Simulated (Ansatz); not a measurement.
Ansatz (a first-principles code) input file for F₄Hf, SMILES [F][Hf-]([F])([F])[F] (connectivity only; charge and spin as stated), charge -1, multiplicity 2, CAM-B3LYP/def2-SVPD. Geometry: B3LYP-D3(BJ)/def2-SVPD. The spin state was assumed, not searched. The def2 effective core potentials stand for the cores of Hf; spin–orbit coupling is left out.

Ansatz 0.2 input:
```yaml
crystal:
  periodic: [false, false, false]
  atoms:
    - {symbol: Hf, position_ang: [0.00000000, -0.00000000, -0.00000000]}
    - {symbol: F, position_ang: [1.35771140, -1.35771140, -0.53799415]}
    - {symbol: F, position_ang: [-1.35771139, 1.35771139, -0.53799416]}
    - {symbol: F, position_ang: [1.35771139, 1.35771140, 0.53799416]}
    - {symbol: F, position_ang: [-1.35771140, -1.35771139, 0.53799416]}
basis:
  gaussian:
    orbitals: def2-SVPD
hamiltonian:
  xc: {name: CAM-B3LYP}
total_charge: -1
magnetization: {spin_polarized: true, initial_magnetization: 1}
```

It prints:

```
WARN ansatz: RAYON_NUM_THREADS=1 ignored (pool sized by the plan → 1); use --threads N
Functional definition: CAM-B3LYP
integrals: 0.06 GiB planned
1078 factors; their error is unknown
integrals: 0.09 GiB planned
360 factors; integrals over basis functions are off by at most 2.3e-5 eV
mean field: 0.87 GiB planned
mean field evaluation 1: about -12170.0572 eV, gradient 2.5e1 eV
mean field evaluation 2: about -12166.8872 eV, gradient 4.4e1 eV
mean field evaluation 4: about -12173.1442 eV, gradient 8.9e-1 eV
mean field evaluation 8: about -12173.2732 eV, gradient 2.6e-2 eV
mean field evaluation 16: about -12173.2732 eV, gradient 3.1e-5 eV
mean field -12173.27315318 eV, -447.3595370386 hartree, gradient 3.1e-5 eV, S^2 0.750769; 0 other end points of the search recorded, 0 dependent functions left out
reference -12173.27327907 eV, -447.3595416648 hartree; 25, 24 occupied and 102, 103 virtual orbitals, 1078 factors
Total energy: -12173.27327907 eV, -447.3595416648 hartree
```

Self-consistency was reached.
